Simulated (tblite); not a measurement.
F₆W (SMILES [F][W]([F])([F])([F])([F])[F]), singlet, at a GFN2-xTB geometry (such geometries of metal compounds can be far from the true shape); GFN1-xTB (tblite 0.6.0).

Here is a job for tblite.
```
$ tblite run mol.xyz --method gfn1 --charge 0 --spin 0 --json tblite.json --no-restart

# file mol.xyz
7

W      0.00000000    -0.00000000    -0.00000000
F      1.10915424    -0.45499889    -1.39234928
F     -1.10915424     0.45499889     1.39234928
F     -1.16633876     0.78225540    -1.18474218
F     -0.88617967    -1.59904226    -0.18339327
F      0.88617967     1.59904226     0.18339327
F      1.16633876    -0.78225540     1.18474218
```

What the program printed (banner, timings and long lists left out):

```
xTB calculator
 | screened Coulomb repulsion
 | Coulomb electrostatics
 |  * isotropic Klopman-Ohno-Mataga-Nishimoto electrostatics
 |  * onsite third-order electrostatics
 | DFT-D3(BJ) dispersion correction

halogen bonding energy    0.0000000000000E+00 Eh
repulsion energy          3.2740275708763E-02 Eh
dispersion energy        -1.8198014583592E-03 Eh
number of electrons       4.8000000000000E+01 e
integral cutoff           3.6814730210589E+01 bohr

------------------------------------------------------------
  cycle        total energy    energy error   density error
------------------------------------------------------------
      1     -33.42889229338  -3.3459813E+01   1.1291178E+00
      2     -33.54530696871  -1.1641468E-01   5.0980201E-01
      3     -33.56448100417  -1.9174035E-02   1.0336262E-01
      4     -33.56450602251  -2.5018338E-05   7.9662306E-03
      5     -33.56450643388  -4.1137292E-07   1.5606801E-04
      6     -33.56450643416  -2.8484948E-10   6.8238988E-05
      7     -33.56450643436  -1.9768720E-10   5.1811706E-07
------------------------------------------------------------

electronic energy        -3.3595426908611E+01 Eh
total energy             -3.3564506434361E+01 Eh

Post processing:
 | Mayer-Wiberg bond orders

[Info] JSON dump of results written to 'tblite.json'
```
